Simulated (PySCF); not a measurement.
Bond stretch in CCl, doublet.

Calculation: PySCF with CCSD(T) on UHF/cc-pVDZ, 6 core orbitals frozen.

Problem. Relative to R = 1.71 Å, what are the energies at R = 1.33, 1.61, 1.92, 2.03 Å?

Solution. 325.7 kJ/mol at 1.33 Å, 8.8 kJ/mol at 1.61 Å, 40.8 kJ/mol at 1.92 Å, 75.9 kJ/mol at 2.03 Å.

The scan ran from 1.33 to 6.63 Å; beyond the distances shown one of the unrestricted levels run for this scan, shown here or not, changes its spin distribution in one step.
